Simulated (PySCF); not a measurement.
Al(H)(Cl)(Me) (CH4AlCl), SMILES [CH3][AlH][Cl].

The structure is a stationary point at PBE0-D3(BJ)/def2-TZVP.

Vertical ionisation energy (IE) and electron affinity (EA) in eV. Rows of orbital energies are one-electron estimates. Where ΔSCF, EOM or ADC give a negative EA the extra electron is unbound and the value depends on the basis.

```json
[
 {"level": "−ε(HOMO), −ε(LUMO), PBE0/def2-TZVPD (PySCF)", "IE": "8.23", "EA": "1.20"},
 {"level": "ADC(2)/aug-cc-pVDZ (PySCF)", "IE": "(withheld)", "EA": "(withheld)"}
]
```

What belongs in the gaps? (Estimate from the structure and the level; the computed values follow.)


- ADC(2)/aug-cc-pVDZ (PySCF), IE: 10.33
- ADC(2)/aug-cc-pVDZ (PySCF), EA: -0.28

Beyond the first one, list the lowest photoelectron lines from ADC(2)/aug-cc-pVDZ (PySCF) with their pole strengths (two spins summed). (An estimate is asked for; the answer gives what the named calculation found.)

11.51 eV (1.81), 11.61 eV (1.80), 12.08 eV (1.83), 13.80 eV (1.80), 13.93 eV (1.80).
